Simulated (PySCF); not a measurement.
GeH₃, SMILES [GeH3-], charge -1. Atoms are numbered in the order given.

```xyz
4

Ge     0.0000     0.0000    -0.0767
H      1.1607     0.6701     0.8184
H     -1.1607     0.6701     0.8184
H      0.0000    -1.3403     0.8184
```
Charge -1, spin multiplicity 1.

Coordinates come from a r2SCAN-D4/def2-TZVPD optimisation.

Two levels are set side by side: PBE/pcSseg-2 (PySCF) and HF/pcSseg-2 (PySCF). GIAO shifts against GeH4 (⁷³Ge), TMS (¹H) at the same level; non-relativistic, no solvent, atoms listed together averaged. Differences are taken from unrounded values.

```csv
quantity,HF
δ(⁷³Ge) of Ge1 (ppm),-227.0
"δ(¹H) of H2, H3, H4 (ppm)",1.73
```

Task: What does PBE give, and how far is it from HF? (An estimate is asked for; the answer gives what the named calculation found.)

Result: 
| quantity | PBE | PBE minus HF |
|---|---|---|
| δ(⁷³Ge) of Ge1 (ppm) | -286.6 | -59.6 |
| δ(¹H) of H2, H3, H4 (ppm) | 1.59 | -0.14 |

Rough cost on one machine, each run with all the roots and properties that it gave: HF against PBE within a factor of 2.
